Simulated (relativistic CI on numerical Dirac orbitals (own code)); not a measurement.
# Cr+: L2,3 absorption edge

Computed with this model: Dirac-Coulomb-Breit CI, KLI orbitals optimised for each configuration, QED by a radiative potential, valence Slater integrals scaled by 0.7, multiplet model of core-to-valence dipole absorption; configurations [Ar] 3d5 → [He] 2s2 2p5 3s2 3p6 3d6; 300 K; Lorentzian 0.24 eV and Gaussian 0.3 eV FWHM. Energies are those of the free ion, without screening or charge transfer. The branching ratio is the share of the lower-energy edge in the whole absorption, uncertain by about 0.02 where the edges overlap. S is read from ⟨S²⟩ = S(S + 1).

Field parameters in Wybourne normalisation: Td as Oh with Dq negative (B⁴₀ = 21Dq, B⁴₄ = √(5/14) B⁴₀). The field is a parameter set, without covalency.

Computed curve for Td, 10Dq = -9000 cm⁻¹, scaled to 100 at the maximum (points under 2 are left out and the grid is thinned):

Energy (eV), Intensity and a bar:
```
    573.5        2.0 
    573.7        3.7 #
    573.8        5.8 #
    574.0       15.5 ####
    574.1       20.7 ######
    574.3       18.2 #####
    574.5       10.3 ###
    574.6        9.6 ##
    574.8       10.7 ###
    574.9       11.4 ###
    575.1       16.6 ####
    575.3       31.8 #########
    575.4       44.7 #############
    575.6       83.5 #########################
    575.7       99.9 ##############################
    575.9       85.0 #########################
    576.0       65.3 ###################
    576.2       39.2 ###########
    576.4       34.9 ##########
    576.5       33.4 ##########
    576.7       28.4 ########
    576.8       25.4 #######
    577.0       16.7 ####
    577.2        9.4 ##
    577.3        7.8 ##
    577.5        7.5 ##
    577.6        8.1 ##
    577.8        8.1 ##
    578.0        7.0 ##
    578.1        7.3 ##
    578.3        9.2 ##
    578.4        9.0 ##
    578.6        7.0 ##
    578.8        5.0 #
    578.9        4.0 #
    579.1        2.4 
    580.2        2.2 
    580.4        2.2 
    583.0        3.4 
    583.1        5.6 #
    583.3       10.9 ###
    583.4       11.0 ###
    583.6        6.8 #
    583.8        6.0 #
    583.9        6.9 #
    584.1        8.2 ##
    584.2        9.5 ##
    584.4       15.1 ####
    584.5       17.5 #####
    584.7       17.2 #####
    584.9       18.4 #####
    585.0       18.4 #####
    585.2       16.5 ####
    585.3       17.0 #####
    585.5       22.4 ######
    585.7       19.2 #####
    585.8       13.4 ###
    586.0        5.7 #
    586.1        4.0 #
    586.3        2.3
```

The ground state has S = 2.50, and the centroid lies at 578.22 eV.
